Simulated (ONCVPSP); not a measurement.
**u(r) = r·R(r): atom against pseudo-atom (Te)**

Columns: radius, all-electron u(r) and pseudo u(r) of the 4d shell (level -61.09 eV) of tellurium in the configuration [Kr] 4d10 5s2 5p2; LDA (Perdew-Wang 92), scalar-relativistic, ONCV scheme, ONCVPSP 4.0.1.

```csv
r (bohr),all-electron,pseudo
0.110,-0.4058,0.0120
0.220,-0.5722,0.0879
0.330,-0.1677,0.2584
0.440,0.3636,0.5056
0.550,0.7754,0.7733
0.660,1.0132,0.9947
0.770,1.1042,1.1221
0.880,1.0953,1.1435
0.990,1.0277,1.0797
1.100,0.9305,0.9669
1.210,0.8225,0.8395
1.320,0.7148,0.7193
1.430,0.6135,0.6138
1.540,0.5218,0.5216
1.650,0.4405,0.4404
1.760,0.3698,0.3697
1.870,0.3090,0.3090
1.980,0.2573,0.2572
2.090,0.2135,0.2134
2.200,0.1766,0.1766
2.310,0.1458,0.1458
2.420,0.1201,0.1201
2.530,0.0988,0.0987
2.640,0.0811,0.0811
2.750,0.0664,0.0664
2.860,0.0544,0.0544
```

Q: How many radial nodes do the two functions have?

A: The all-electron 4d function has n − l − 1 = 1; the pseudo-wave has 0, since the states of the same l below it are removed with the core.

Q: At about which radius was the pseudo-wave matched?

A: 1.55 bohr. The columns agree to 0.0005 from 1.43 bohr on; several derivatives are matched, so the curves merge somewhat inside the radius.

Q: Is the pseudo-wave norm-conserving?

A: Yes: the ONCV scheme keeps the norm inside the radius equal to the all-electron one, which fixes the energy derivative of the logarithmic derivative at the level.
